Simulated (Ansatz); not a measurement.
One change: `N#[C][In]([F])[F]` becomes `N#[C][Ga]([F])[F]`.

Ansatz, PBE0-D4/def2-TZVP geometries, multiplicity 1. 

Elements past krypton have def2 core potentials. Scalar relativity is left out up to krypton.

| property | `N#[C][In]([F])[F]` |
| --- | --- |
| LUMO energy (PBE/def2-TZVPP) / eV | -3.81 |
| LUMO energy (PBE0/def2-TZVPP) / eV | -2.87 |
| HOMO–LUMO gap (PBE/def2-TZVPP) / eV | 5.17 |
| HOMO energy (PBE0/def2-TZVPP) / eV | -10.74 |
| HOMO–LUMO gap (B3LYP/def2-TZVPP) / eV | 7.19 |
| HOMO energy (B3LYP/def2-TZVPP) / eV | -10.46 |

Question: Give the same properties after the change, and the shifts. (Estimate.)

Answer: Computed: 
| property | `N#[C][Ga]([F])[F]` | shift |
| --- | --- | --- |
| LUMO energy (PBE/def2-TZVPP) / eV | -3.34 | 0.47 |
| LUMO energy (PBE0/def2-TZVPP) / eV | -2.49 | 0.38 |
| HOMO–LUMO gap (PBE/def2-TZVPP) / eV | 5.88 | 0.71 |
| HOMO energy (PBE0/def2-TZVPP) / eV | -10.84 | -0.10 |
| HOMO–LUMO gap (B3LYP/def2-TZVPP) / eV | 7.77 | 0.58 |
| HOMO energy (B3LYP/def2-TZVPP) / eV | -10.57 | -0.11 |

With PBE0 the HOMO falls by 0.10 eV and the LUMO rises by 0.38 eV, so the gap widens by about 0.48 eV. PBE moves the HOMO by -0.24 eV and ωB97M-V by -0.11 eV.

B3LYP here is the variant with VWN-RPA as its local correlation; programs differ in this.
